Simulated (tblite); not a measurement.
C6H7F3.
Numbering: `[CH3:1][C@H:2]1[CH2:3]/[C:4]1=[CH:5]\[C:6]([F:7])([F:8])[F:9]` (hydrogens: H10, H11, H12 on C1; H13 on C2; H14, H15 on C3; H16 on C5)

Computed with GFN2-xTB (tblite), gas phase: Langevin dynamics at 400 K from the optimised GFN2-xTB geometry, time step 0.5 fs, friction 0.01 fs⁻¹, 2000 steps. The instantaneous temperature is 2·E(kin)/(3Nk) with all 3N coordinates.

| t (fs) | T (K) | E(pot) above start (eV) | C1–C2 (Å) | C2–C3 (Å) | C3–C4 (Å) | C4=C5 (Å) | C5–C6 (Å) | C1–H10 (Å) | C4–C5–C6–F7 (°) |
| --- | --- | --- | --- | --- | --- | --- | --- | --- | --- |
| 0 | 325 | 0.000 | 1.510 | 1.517 | 1.463 | 1.311 | 1.496 | 1.087 | 1 |
| 25 | 159 | 0.354 | 1.494 | 1.502 | 1.460 | 1.328 | 1.491 | 1.080 | -3 |
| 50 | 258 | 0.460 | 1.536 | 1.516 | 1.500 | 1.330 | 1.551 | 1.105 | -15 |
| 75 | 374 | 0.481 | 1.540 | 1.529 | 1.463 | 1.297 | 1.497 | 1.076 | -8 |
| 100 | 356 | 0.641 | 1.472 | 1.487 | 1.439 | 1.332 | 1.454 | 1.083 | -7 |
| 125 | 362 | 0.619 | 1.516 | 1.519 | 1.475 | 1.288 | 1.500 | 1.059 | -7 |
| 150 | 319 | 0.844 | 1.521 | 1.548 | 1.459 | 1.311 | 1.485 | 1.148 | -7 |
| 175 | 461 | 0.604 | 1.483 | 1.521 | 1.492 | 1.349 | 1.528 | 1.054 | -30 |
| 200 | 391 | 0.849 | 1.466 | 1.603 | 1.465 | 1.270 | 1.538 | 1.030 | -7 |
| 225 | 450 | 0.712 | 1.466 | 1.546 | 1.459 | 1.370 | 1.524 | 1.129 | -22 |
| 250 | 382 | 0.646 | 1.508 | 1.580 | 1.431 | 1.336 | 1.487 | 1.160 | -28 |
| 275 | 408 | 0.565 | 1.469 | 1.524 | 1.489 | 1.282 | 1.496 | 1.070 | -11 |
| 300 | 425 | 0.765 | 1.469 | 1.505 | 1.440 | 1.349 | 1.439 | 1.006 | -15 |
| 325 | 396 | 0.822 | 1.527 | 1.496 | 1.450 | 1.282 | 1.494 | 1.100 | -22 |
| 350 | 443 | 0.729 | 1.547 | 1.513 | 1.500 | 1.315 | 1.559 | 1.133 | -19 |
| 375 | 427 | 0.610 | 1.554 | 1.517 | 1.529 | 1.324 | 1.513 | 1.112 | -25 |
| 400 | 275 | 0.713 | 1.582 | 1.502 | 1.462 | 1.279 | 1.551 | 1.079 | -19 |
| 425 | 314 | 0.604 | 1.517 | 1.479 | 1.384 | 1.318 | 1.537 | 1.079 | -20 |
| 450 | 255 | 0.617 | 1.488 | 1.487 | 1.432 | 1.291 | 1.545 | 1.062 | -21 |
| 475 | 370 | 0.468 | 1.536 | 1.571 | 1.479 | 1.317 | 1.511 | 1.118 | -24 |
| 500 | 330 | 0.776 | 1.519 | 1.516 | 1.530 | 1.342 | 1.489 | 1.144 | -19 |
| 525 | 275 | 0.640 | 1.500 | 1.515 | 1.495 | 1.256 | 1.496 | 1.108 | -30 |
| 550 | 365 | 0.826 | 1.499 | 1.456 | 1.393 | 1.364 | 1.472 | 1.061 | -28 |
| 575 | 420 | 0.531 | 1.565 | 1.473 | 1.427 | 1.304 | 1.475 | 1.076 | -26 |
| 600 | 419 | 0.995 | 1.581 | 1.495 | 1.494 | 1.264 | 1.495 | 1.146 | -31 |
| 625 | 446 | 0.712 | 1.554 | 1.496 | 1.467 | 1.338 | 1.553 | 1.084 | -22 |
| 650 | 396 | 0.642 | 1.568 | 1.520 | 1.459 | 1.281 | 1.558 | 1.061 | -21 |
| 675 | 289 | 0.669 | 1.498 | 1.466 | 1.424 | 1.288 | 1.513 | 1.073 | -40 |
| 700 | 307 | 0.516 | 1.525 | 1.479 | 1.427 | 1.310 | 1.526 | 1.146 | -26 |
| 725 | 345 | 0.524 | 1.560 | 1.548 | 1.448 | 1.290 | 1.517 | 1.084 | -30 |
| 750 | 354 | 0.603 | 1.505 | 1.512 | 1.463 | 1.325 | 1.566 | 1.064 | -33 |
| 775 | 329 | 0.737 | 1.571 | 1.495 | 1.418 | 1.328 | 1.505 | 1.092 | -7 |
| 800 | 412 | 0.726 | 1.538 | 1.479 | 1.486 | 1.287 | 1.474 | 1.134 | -24 |
| 825 | 396 | 0.621 | 1.505 | 1.545 | 1.451 | 1.313 | 1.480 | 1.088 | -11 |
| 850 | 279 | 0.632 | 1.483 | 1.503 | 1.520 | 1.321 | 1.491 | 1.058 | 10 |
| 875 | 363 | 0.717 | 1.566 | 1.582 | 1.454 | 1.319 | 1.461 | 1.116 | 7 |
| 900 | 453 | 0.651 | 1.549 | 1.544 | 1.451 | 1.325 | 1.489 | 1.095 | 5 |
| 925 | 367 | 0.746 | 1.532 | 1.490 | 1.491 | 1.297 | 1.532 | 1.093 | 20 |
| 950 | 475 | 0.816 | 1.585 | 1.499 | 1.422 | 1.328 | 1.485 | 1.103 | 14 |
| 975 | 359 | 0.856 | 1.537 | 1.472 | 1.493 | 1.298 | 1.489 | 1.048 | -10 |
| 1000 | 369 | 0.635 | 1.512 | 1.484 | 1.457 | 1.315 | 1.519 | 1.072 | 7 |

**Question.** From 500 fs on, how do temperature and potential energy compare with equipartition?

**Answer.** The mean temperature of these 21 frames is 369 K against the target 400 K, and the mean potential energy 0.69 eV against 42 × kT/2 = 0.72 eV for 42 classical harmonic modes. For 16 atoms in a canonical ensemble the temperature itself scatters by T·√(2/(3N)) = 82 K; here its standard deviation is 55 K. The whole run lasts only 10 friction times of 100 fs, so these averages carry a wide statistical error.

**Question.** What are the kinetic and total energies of the listed frame with the highest potential energy?

**Answer.** The one at 600 fs, 0.995 eV above the start. Its kinetic energy is 3NkT/2 = 0.867 eV at 419 K, so the sum is 1.86 eV; over the listed frames the sum runs from 0.67 to 1.86 eV, since the thermostat adds and removes energy.

**Question.** How much do the listed bonds fluctuate from 500 fs on?

**Answer.** 
| bond | at the start (Å) | mean (Å) | standard deviation (Å) |
| --- | --- | --- | --- |
| C1–C2 | 1.510 | 1.536 | 0.030 |
| C2–C3 | 1.517 | 1.503 | 0.031 |
| C3–C4 | 1.463 | 1.460 | 0.035 |
| C4=C5 | 1.311 | 1.309 | 0.025 |
| C5–C6 | 1.496 | 1.504 | 0.029 |
| C1–H10 | 1.087 | 1.093 | 0.029 |

The motion is classical and holds no zero-point motion.

What follows is the cost of the whole dynamics run. The run took 12 s on an Intel Xeon Platinum 8488C with one thread, no GPU, shared host, and the process peaked at 0.18 GiB of memory.
